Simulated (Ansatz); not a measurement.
Cost and result for the atomization energy of CH$_{7}$AlClNSi, SMILES `C[SiH](N)[AlH][Cl]` (12 atoms, 11 bonds).

Z-matrix (Å, degrees):
```
C
Si 1 1.873
H 1 1.093 2 110.3
H 1 1.092 2 111.4 3 -120.5
H 1 1.094 2 110.6 3 119.2
N 2 1.733 1 108.7 3 179.0
Al 2 2.455 1 112.3 3 60.0
H 2 1.504 1 106.2 3 -57.9
H 6 1.008 2 119.5 1 -164.6
H 6 1.009 2 119.2 1 55.4
Cl 7 2.112 2 116.7 1 -37.0
H 7 1.587 2 128.1 1 143.2
```

The species carries charge 0 and has multiplicity 1. The geometry is a stationary point of PBE0-D4/def2-TZVP. It is one conformer, not always the lowest. Program: Ansatz. All runs use 4 threads of an Arm Neoverse V1 on a shared host. Times are those of one run each, without the atoms' runs, and a repeat can differ threefold. Electronic energies, without spin–orbit coupling; frozen cores. CCSD(T)/CBS adds CCSD(T) − MP2 in def2-TZVPP to the MP2 limit, and its time is that of the two runs behind it. T1 = 0.010. B3LYP takes the VWN-RPA correlation (the form of Gaussian; ORCA's B3LYP/G).

CCSD(T)/CBS is a level of theory with its own doubt, some kJ/mol a heavy atom from the limit and from the frozen cores, so smaller differences don't rank the functionals.

```tsv
level	functions	wall time
PBE-D4/def2-TZVPP (with forces)	286	3.1 s
PBE0-D4/def2-TZVPP	286	4.2 s
r2SCAN-D4/def2-TZVPP (with forces)	286	6 s
B3LYP-D4/def2-TZVPP (with forces)	286	6.5 s
B2PLYP/def2-TZVPP	286	7 s
ωB97X-V/def2-TZVPP	286	11 s
ωB97M-V/def2-TZVPP (with forces)	286	15 s
MP2/def2-QZVPP	534	27 s
CCSD(T)/def2-TZVPP	286	3.2 min
CCSD(T)/CBS(def2)	–	3.7 min
```

(1) What atomization energy does each give, and how far from CCSD(T)/CBS? (Estimate.)

Answers

(1) Computed: 
```
                             level  atomization (kcal/mol)  difference from CCSD(T)/CBS  per bond
   PBE-D4/def2-TZVPP (with forces)                   961.9                          4.1       0.4
                PBE0-D4/def2-TZVPP                   952.8                         -5.0      -0.5
r2SCAN-D4/def2-TZVPP (with forces)                   956.7                         -1.1      -0.1
 B3LYP-D4/def2-TZVPP (with forces)                   954.8                         -3.0      -0.3
                 B2PLYP/def2-TZVPP                   943.0                        -14.8      -1.3
                ωB97X-V/def2-TZVPP                   962.3                          4.5       0.4
  ωB97M-V/def2-TZVPP (with forces)                   959.2                          1.4       0.1
                    MP2/def2-QZVPP                   954.2                         -3.6      -0.3
                CCSD(T)/def2-TZVPP                   930.2                        -27.6      -2.5
                 CCSD(T)/CBS(def2)                   957.8                          0.0       0.0
```

From PBE to PBE0 (25 % exact exchange), in def2-TZVPP and without D4, the atomization energy moves by −8.3 kcal/mol: exact exchange takes away binding that semilocal exchange gives to molecules. In def2-TZVPP, CCSD(T) changes the Hartree–Fock value by +223.0 kcal/mol (the triples alone add +11.8 kcal/mol) and MP2 by +230.5 kcal/mol; breaking electron pairs costs correlation energy, which Hartree–Fock lacks. The D4 term adds +10.3 kcal/mol with B3LYP and +5.5 kcal/mol with PBE0; it sums over pairs of atoms, weighted by their polarisabilities, and B3LYP, whose exchange is more repulsive, gets the larger term.
